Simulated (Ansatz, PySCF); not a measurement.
Gas-phase reaction in SMILES: CC[Si](Br)(Br)CC + 2 C (CH4) + 3 [SiH4] (SiH4) -> 2 CC (C2H6) [ethane] + 2 C[SiH3] + 2 [SiH3]Br
Structures are relaxed separately at B3LYP-D3(BJ)/def2-TZVP in Ansatz (a program for electronic structure), one conformer each, not searched for the lowest. Frequencies are from Ansatz or PySCF.
Geometry of the first species:
SMILES: C(C)[Si](Br)(Br)CC
```xyz
17

C     -1.9805    -2.2027     0.8762
C     -1.3052    -1.5578    -0.3401
Si     0.0072    -0.3080     0.1043
Br    -0.9629     1.4133     1.1675
Br     0.9193     0.4528    -1.7993
C      1.3644    -0.9749     1.1976
C      2.0832    -2.1968     0.6133
H     -1.2599    -2.7346     1.5007
H     -2.7384    -2.9232     0.5645
H     -2.4697    -1.4537     1.5004
H     -0.8250    -2.3169    -0.9653
H     -2.0417    -1.0602    -0.9753
H      2.0702    -0.1635     1.3896
H      0.9075    -1.2177     2.1620
H      2.5495    -1.9611    -0.3442
H      1.3945    -3.0282     0.4504
H      2.8661    -2.5475     1.2877
```
Charge 0, spin multiplicity 1.

Quantity: bond separation energy (0 K, with B3LYP-D3(BJ) harmonic zero-point energies), in kcal/mol. Valence correlation only, unless marked. Spin-orbit coupling is left out. Frozen are the shells of the preceding noble gas and the d and f shells that filled before the atom's block. No relativistic terms. CBS marks a two-point X^-3 extrapolation of the correlation energy; Hartree-Fock from the larger set. [CCSD(T)-MP2]/basis is that difference in the basis named.

| level | program | bond separation energy (kcal/mol) |
|---|---|---|
| revPBE-D4/def2-TZVPD | Ansatz + dftd4 | 14.2 |
| revPBE/def2-TZVPD | Ansatz | 5.9 |
| B3LYP-D4/def2-TZVPD | Ansatz + dftd4 | 12.9 |
| wB97X/def2-TZVPD | Ansatz | 9.3 |
| SCS-MP2/STO-3G | Ansatz | 5.2 |
| CCSD/def2-SVPD | Ansatz | ___ |
| RI-MP2/CBS(def2-TZVPPD,def2-QZVPPD)+[CCSD(T)-MP2]/def2-TZVPPD | Ansatz | 11.7 |

Q: Fill in the missing entries.

A: 
- CCSD/def2-SVPD, bond separation energy (kcal/mol): 16.0
